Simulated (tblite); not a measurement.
Record of a relaxation.

Compound: C2H6GeO.
Bonds: C1–Ge2, Ge2–C3, C3–O4 (double). Hydrogens: H5, H6, H7 on C1; H8, H9 on Ge2; H10 on C3.

Computed with GFN2-xTB (tblite), gas phase: L-BFGS steps from a force-field or distance-geometry start until the largest atomic force falls under 0.01 eV/Å. 8 of its 63 geometries are shown.

Step 0: E = -361.0500 eV, largest atomic force 1.548 eV/Å
```
atom  x, y, z in Å  |  force x, y, z in eV/Å
C1     -1.401   -0.511   -0.066   -0.959   0.051  -0.188
Ge2     0.083    0.729   -0.078   -0.349   1.240  -0.093
C3      1.753   -0.232    0.192    0.745   0.709   0.841
O4      2.595    0.165    0.961   -0.031  -0.166  -0.070
H5     -1.256   -1.224   -0.885   -0.355   0.198   0.046
H6     -1.369   -1.101    0.855   -0.399   0.253  -0.111
H7     -2.376    0.062   -0.189    1.115  -1.049   0.229
H8     -0.108    1.830    0.986    0.197  -0.380  -0.399
H9      0.143    1.425   -1.440   -0.007  -0.100   0.271
H10     1.944   -1.139   -0.360    0.044  -0.756  -0.527
```

Step 9: E = -361.1984 eV, largest atomic force 0.107 eV/Å
```
atom  x, y, z in Å  |  force x, y, z in eV/Å
C1     -1.407   -0.522   -0.073    0.057   0.007   0.008
Ge2     0.083    0.770   -0.088   -0.107   0.008  -0.003
C3      1.794   -0.204    0.214    0.079  -0.007   0.055
O4      2.642    0.142    0.987    0.002  -0.024  -0.004
H5     -1.304   -1.222   -0.900   -0.005  -0.039   0.031
H6     -1.423   -1.081    0.859    0.014  -0.032  -0.021
H7     -2.360   -0.017   -0.176   -0.072   0.055  -0.026
H8     -0.085    1.832    0.960    0.025   0.018  -0.044
H9      0.137    1.445   -1.435   -0.006   0.011   0.035
H10     1.932   -1.139   -0.372    0.013   0.003  -0.030
```

Step 18: E = -361.2006 eV, largest atomic force 0.041 eV/Å
```
atom  x, y, z in Å  |  force x, y, z in eV/Å
C1     -1.412   -0.524   -0.073    0.016   0.003   0.008
Ge2     0.081    0.766   -0.083   -0.039  -0.004  -0.011
C3      1.800   -0.206    0.218    0.018   0.002  -0.003
O4      2.647    0.133    0.995    0.001  -0.007   0.017
H5     -1.309   -1.231   -0.893    0.010   0.004  -0.004
H6     -1.428   -1.085    0.858   -0.013   0.002   0.015
H7     -2.365   -0.015   -0.182   -0.005   0.008  -0.002
H8     -0.079    1.847    0.946    0.001  -0.005   0.010
H9      0.133    1.449   -1.424    0.006  -0.010  -0.013
H10     1.943   -1.130   -0.384    0.005   0.006  -0.017
```

Step 27: E = -361.2030 eV, largest atomic force 0.062 eV/Å
```
atom  x, y, z in Å  |  force x, y, z in eV/Å
C1     -1.423   -0.523   -0.055    0.020   0.000  -0.022
Ge2     0.080    0.757   -0.074   -0.008  -0.004  -0.001
C3      1.810   -0.201    0.211    0.030  -0.012   0.006
O4      2.623    0.086    1.043   -0.017   0.012   0.022
H5     -1.296   -1.238   -0.864   -0.029  -0.030  -0.011
H6     -1.479   -1.075    0.880    0.042   0.045   0.010
H7     -2.365   -0.005   -0.202   -0.011   0.003  -0.010
H8     -0.075    1.856    0.936    0.002  -0.005   0.017
H9      0.131    1.411   -1.433   -0.007  -0.015   0.012
H10     2.002   -1.064   -0.465   -0.022   0.006  -0.023
```

Step 35: E = -361.2052 eV, largest atomic force 0.043 eV/Å
```
atom  x, y, z in Å  |  force x, y, z in eV/Å
C1     -1.427   -0.522   -0.053    0.023  -0.001   0.010
Ge2     0.079    0.750   -0.073    0.025   0.025  -0.025
C3      1.815   -0.197    0.208    0.025  -0.031  -0.009
O4      2.599    0.045    1.081   -0.022   0.020   0.030
H5     -1.304   -1.260   -0.842    0.003  -0.016   0.014
H6     -1.487   -1.040    0.899   -0.010  -0.016   0.009
H7     -2.364    0.001   -0.221   -0.028   0.009   0.003
H8     -0.072    1.849    0.939   -0.013  -0.013  -0.011
H9      0.128    1.384   -1.440    0.009   0.031   0.003
H10     2.042   -1.006   -0.521   -0.012  -0.010  -0.024
```

Step 44: E = -361.2074 eV, largest atomic force 0.019 eV/Å
```
atom  x, y, z in Å  |  force x, y, z in eV/Å
C1     -1.433   -0.521   -0.039    0.001   0.008  -0.001
Ge2     0.084    0.741   -0.092    0.000   0.007  -0.005
C3      1.826   -0.196    0.191   -0.012  -0.002  -0.007
O4      2.532   -0.045    1.147    0.003  -0.003   0.019
H5     -1.314   -1.306   -0.783    0.017   0.004  -0.004
H6     -1.513   -0.988    0.940    0.009   0.004   0.005
H7     -2.359    0.006   -0.245   -0.012  -0.010   0.003
H8     -0.079    1.830    0.928    0.002  -0.001  -0.007
H9      0.134    1.383   -1.456   -0.010   0.008   0.003
H10     2.131   -0.900   -0.614    0.003  -0.016  -0.006
```

Step 53: E = -361.2079 eV, largest atomic force 0.034 eV/Å
```
atom  x, y, z in Å  |  force x, y, z in eV/Å
C1     -1.427   -0.520   -0.042    0.003   0.001  -0.002
Ge2     0.084    0.748   -0.098   -0.007  -0.001  -0.007
C3      1.820   -0.201    0.193    0.020   0.016  -0.001
O4      2.530   -0.035    1.143   -0.024  -0.017  -0.017
H5     -1.307   -1.300   -0.790    0.010   0.000   0.002
H6     -1.494   -0.990    0.936    0.001  -0.001  -0.005
H7     -2.362   -0.002   -0.238    0.003  -0.001   0.005
H8     -0.078    1.831    0.929    0.008   0.006  -0.003
H9      0.129    1.402   -1.458   -0.003  -0.009   0.014
H10     2.115   -0.927   -0.597   -0.011   0.005   0.016
```

Step 62: E = -361.2083 eV, largest atomic force 0.009 eV/Å
```
atom  x, y, z in Å  |  force x, y, z in eV/Å
C1     -1.422   -0.519   -0.038    0.002   0.001   0.002
Ge2     0.082    0.755   -0.103    0.000   0.004   0.003
C3      1.813   -0.202    0.189    0.002   0.002  -0.001
O4      2.501   -0.067    1.160    0.001  -0.005  -0.001
H5     -1.290   -1.305   -0.779   -0.002   0.001   0.001
H6     -1.488   -0.982    0.943    0.004  -0.003   0.001
H7     -2.360   -0.011   -0.242   -0.001  -0.001  -0.002
H8     -0.066    1.839    0.923   -0.008   0.004   0.000
H9      0.117    1.405   -1.464    0.005  -0.002  -0.001
H10     2.122   -0.909   -0.612   -0.002  -0.002  -0.001
```

Question: Summarise the path.

Answer: The energy falls by 3.65 kcal/mol from step 0 to step 62; nine tenths of that is first reached at step 6. It falls at every step. The largest force goes from 1.548 to 0.009 eV/Å. Among the bonds Ge2–C3 changes most, from 1.946 to 1.999 Å; the atoms move by 0.181 Å rms after alignment.

Question: Follow the three bonds and two angles with the largest change from start to end.

Answer: 
```json
{"step": "0", "E above end (kcal/mol)": "3.65", "largest force (eV/Å)": "1.548", "Ge2–C3 (Å)": "1.946", "C1–H7 (Å)": "1.138", "Ge2–H8 (Å)": "1.543", "H6–C1–H7 (°)": "112.8", "Ge2–C3–H10 (°)": "119.7"}
{"step": "3", "E above end (kcal/mol)": "0.83", "largest force (eV/Å)": "0.332", "Ge2–C3 (Å)": "1.989", "C1–H7 (Å)": "1.083", "Ge2–H8 (Å)": "1.496", "H6–C1–H7 (°)": "111.7", "Ge2–C3–H10 (°)": "118.2"}
{"step": "5", "E above end (kcal/mol)": "0.43", "largest force (eV/Å)": "0.296", "Ge2–C3 (Å)": "1.998", "C1–H7 (Å)": "1.091", "Ge2–H8 (Å)": "1.495", "H6–C1–H7 (°)": "108.7", "Ge2–C3–H10 (°)": "117.1"}
{"step": "8", "E above end (kcal/mol)": "0.25", "largest force (eV/Å)": "0.112", "Ge2–C3 (Å)": "1.991", "C1–H7 (Å)": "1.084", "Ge2–H8 (Å)": "1.500", "H6–C1–H7 (°)": "107.6", "Ge2–C3–H10 (°)": "116.2"}
{"step": "11", "E above end (kcal/mol)": "0.20", "largest force (eV/Å)": "0.057", "Ge2–C3 (Å)": "1.998", "C1–H7 (Å)": "1.086", "Ge2–H8 (Å)": "1.501", "H6–C1–H7 (°)": "108.4", "Ge2–C3–H10 (°)": "115.5"}
{"step": "13", "E above end (kcal/mol)": "0.19", "largest force (eV/Å)": "0.041", "Ge2–C3 (Å)": "2.001", "C1–H7 (Å)": "1.087", "Ge2–H8 (Å)": "1.500", "H6–C1–H7 (°)": "108.3", "Ge2–C3–H10 (°)": "115.4"}
{"step": "16", "E above end (kcal/mol)": "0.18", "largest force (eV/Å)": "0.031", "Ge2–C3 (Å)": "1.999", "C1–H7 (Å)": "1.086", "Ge2–H8 (Å)": "1.500", "H6–C1–H7 (°)": "108.3", "Ge2–C3–H10 (°)": "115.6"}
{"step": "19", "E above end (kcal/mol)": "0.18", "largest force (eV/Å)": "0.041", "Ge2–C3 (Å)": "1.998", "C1–H7 (Å)": "1.086", "Ge2–H8 (Å)": "1.501", "H6–C1–H7 (°)": "108.4", "Ge2–C3–H10 (°)": "115.7"}
{"step": "22", "E above end (kcal/mol)": "0.17", "largest force (eV/Å)": "0.046", "Ge2–C3 (Å)": "2.001", "C1–H7 (Å)": "1.086", "Ge2–H8 (Å)": "1.502", "H6–C1–H7 (°)": "108.3", "Ge2–C3–H10 (°)": "115.7"}
{"step": "24", "E above end (kcal/mol)": "0.15", "largest force (eV/Å)": "0.110", "Ge2–C3 (Å)": "2.003", "C1–H7 (Å)": "1.086", "Ge2–H8 (Å)": "1.503", "H6–C1–H7 (°)": "108.2", "Ge2–C3–H10 (°)": "115.8"}
{"step": "27", "E above end (kcal/mol)": "0.12", "largest force (eV/Å)": "0.062", "Ge2–C3 (Å)": "1.999", "C1–H7 (Å)": "1.086", "Ge2–H8 (Å)": "1.500", "H6–C1–H7 (°)": "108.3", "Ge2–C3–H10 (°)": "115.8"}
{"step": "30", "E above end (kcal/mol)": "0.10", "largest force (eV/Å)": "0.067", "Ge2–C3 (Å)": "1.998", "C1–H7 (Å)": "1.087", "Ge2–H8 (Å)": "1.500", "H6–C1–H7 (°)": "108.3", "Ge2–C3–H10 (°)": "115.3"}
{"step": "32", "E above end (kcal/mol)": "0.09", "largest force (eV/Å)": "0.056", "Ge2–C3 (Å)": "1.999", "C1–H7 (Å)": "1.087", "Ge2–H8 (Å)": "1.501", "H6–C1–H7 (°)": "108.3", "Ge2–C3–H10 (°)": "115.2"}
{"step": "35", "E above end (kcal/mol)": "0.07", "largest force (eV/Å)": "0.043", "Ge2–C3 (Å)": "1.998", "C1–H7 (Å)": "1.086", "Ge2–H8 (Å)": "1.501", "H6–C1–H7 (°)": "108.5", "Ge2–C3–H10 (°)": "115.5"}
{"step": "38", "E above end (kcal/mol)": "0.06", "largest force (eV/Å)": "0.040", "Ge2–C3 (Å)": "1.999", "C1–H7 (Å)": "1.087", "Ge2–H8 (Å)": "1.501", "H6–C1–H7 (°)": "108.5", "Ge2–C3–H10 (°)": "115.4"}
{"step": "40", "E above end (kcal/mol)": "0.04", "largest force (eV/Å)": "0.083", "Ge2–C3 (Å)": "2.001", "C1–H7 (Å)": "1.087", "Ge2–H8 (Å)": "1.502", "H6–C1–H7 (°)": "108.4", "Ge2–C3–H10 (°)": "115.4"}
{"step": "43", "E above end (kcal/mol)": "0.02", "largest force (eV/Å)": "0.047", "Ge2–C3 (Å)": "1.999", "C1–H7 (Å)": "1.086", "Ge2–H8 (Å)": "1.502", "H6–C1–H7 (°)": "108.4", "Ge2–C3–H10 (°)": "115.7"}
{"step": "46", "E above end (kcal/mol)": "0.02", "largest force (eV/Å)": "0.028", "Ge2–C3 (Å)": "1.998", "C1–H7 (Å)": "1.087", "Ge2–H8 (Å)": "1.499", "H6–C1–H7 (°)": "108.3", "Ge2–C3–H10 (°)": "115.7"}
{"step": "49", "E above end (kcal/mol)": "0.01", "largest force (eV/Å)": "0.016", "Ge2–C3 (Å)": "2.000", "C1–H7 (Å)": "1.086", "Ge2–H8 (Å)": "1.500", "H6–C1–H7 (°)": "108.3", "Ge2–C3–H10 (°)": "115.9"}
{"step": "51", "E above end (kcal/mol)": "0.01", "largest force (eV/Å)": "0.016", "Ge2–C3 (Å)": "2.000", "C1–H7 (Å)": "1.086", "Ge2–H8 (Å)": "1.501", "H6–C1–H7 (°)": "108.4", "Ge2–C3–H10 (°)": "115.9"}
{"step": "54", "E above end (kcal/mol)": "0.01", "largest force (eV/Å)": "0.047", "Ge2–C3 (Å)": "2.000", "C1–H7 (Å)": "1.087", "Ge2–H8 (Å)": "1.501", "H6–C1–H7 (°)": "108.4", "Ge2–C3–H10 (°)": "116.0"}
{"step": "57", "E above end (kcal/mol)": "0.00", "largest force (eV/Å)": "0.015", "Ge2–C3 (Å)": "2.000", "C1–H7 (Å)": "1.087", "Ge2–H8 (Å)": "1.501", "H6–C1–H7 (°)": "108.5", "Ge2–C3–H10 (°)": "116.2"}
{"step": "59", "E above end (kcal/mol)": "0.00", "largest force (eV/Å)": "0.013", "Ge2–C3 (Å)": "1.999", "C1–H7 (Å)": "1.086", "Ge2–H8 (Å)": "1.501", "H6–C1–H7 (°)": "108.5", "Ge2–C3–H10 (°)": "116.2"}
{"step": "62", "E above end (kcal/mol)": "0.00", "largest force (eV/Å)": "0.009", "Ge2–C3 (Å)": "1.999", "C1–H7 (Å)": "1.086", "Ge2–H8 (Å)": "1.500", "H6–C1–H7 (°)": "108.4", "Ge2–C3–H10 (°)": "116.1"}
```

The cost below is that of the whole relaxation. On one thread, Arm Neoverse V2 (aarch64), no GPU, on a shared host, this took 0.17 s.
